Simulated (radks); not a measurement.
Question: The gold ion Au4.25+, configuration [Kr] 4d10 4f14 5s2 5d(up 4, down 4) 5p(up 2.75, down 2) (fractional occupations, a model configuration). Calculated with a radial shooting solver on a logarithmic mesh with Libxc functionals: scalar-relativistic Kohn-Sham, PBE, spin-polarised, spherical densities, finite nucleus; Fermi nuclear charge, rms radius 5.4371 fm. Some entries of the table are withheld. Estimate them.

orbital,occ.,eigenvalue (eV),<r> (bohr)
1s up,1,-80803.89,0.01687
1s down,1,-80803.79,0.01687
2s up,1,-14308.55,0.07114
2s down,1,-14308.49,0.07114
2p up,3,-12382.40,0.06424
2p down,3,-12382.31,0.06424
3s up,1,-3423.886,0.1839
3s down,1,-3423.820,0.1839
3p up,3,-2864.862,0.1851
3p down,3,-2864.787,0.1851
3d up,5,-2266.573,0.1677
3d down,5,-2266.496,0.1677
4s up,1,-790.8509,0.4071
4s down,1,-790.7255,0.4070
4p up,3,-607.4430,0.4335
4p down,3,-607.3128,0.4334
4d up,5,-386.8896,0.4582
4d down,5,-386.7349,0.4580
5s up,1,(1),0.9171
5s down,1,(2),0.9172
4f up,7,-141.9615,(3)
4f down,7,-141.7424,(4)
5p up,2.75,-117.8372,1.046
5p down,2,-117.0932,1.047
5d up,4,-60.5068,(5)
5d down,4,-59.9560,(6)

Answer: 
(1) 5s up eigenvalue (eV): -167.5576
(2) 5s down eigenvalue (eV): -166.7972
(3) 4f up <r> (bohr): 0.4968
(4) 4f down <r> (bohr): 0.4963
(5) 5d up <r> (bohr): 1.351
(6) 5d down <r> (bohr): 1.357
